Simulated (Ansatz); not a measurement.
One change: `[SiH3][SiH2][SiH3]` becomes `O=C[SiH]([SiH3])[SiH3]`.

Ansatz, PBE0-D4/def2-TZVP geometries, multiplicity 1. Each molecule was computed in one conformer, which needn't be the lowest.

```csv
property,`[SiH3][SiH2][SiH3]`
HOMO–LUMO gap (PBE/def2-TZVPP) / eV,5.93
size of the dipole moment (PBE/def2-TZVPP) / D,0.08
LUMO energy (PBE/def2-TZVPP) / eV,-1.05
LUMO energy (PBE0/def2-TZVPP) / eV,-0.23
HOMO energy (ωB97M-V/def2-TZVPP) / eV,-10.00
size of the dipole moment (ωB97M-V/def2-TZVPP) / D,0.10
```

Q: What does the change do to each property? (Estimate.)

A: The calculation gave: 
| property | `O=C[SiH]([SiH3])[SiH3]` | shift |
| --- | --- | --- |
| HOMO–LUMO gap (PBE/def2-TZVPP) / eV | 2.81 | -3.12 |
| size of the dipole moment (PBE/def2-TZVPP) / D | 1.84 | 1.76 |
| LUMO energy (PBE/def2-TZVPP) / eV | -2.85 | -1.80 |
| LUMO energy (PBE0/def2-TZVPP) / eV | -1.76 | -1.53 |
| HOMO energy (ωB97M-V/def2-TZVPP) / eV | -9.32 | 0.68 |
| size of the dipole moment (ωB97M-V/def2-TZVPP) / D | 2.06 | 1.96 |

With PBE0 the HOMO rises by 0.97 eV and the LUMO falls by 1.53 eV, so the gap narrows by about 2.50 eV. PBE moves the HOMO by 1.32 eV and ωB97M-V by 0.68 eV. Dipoles are sizes alone; their direction can turn.
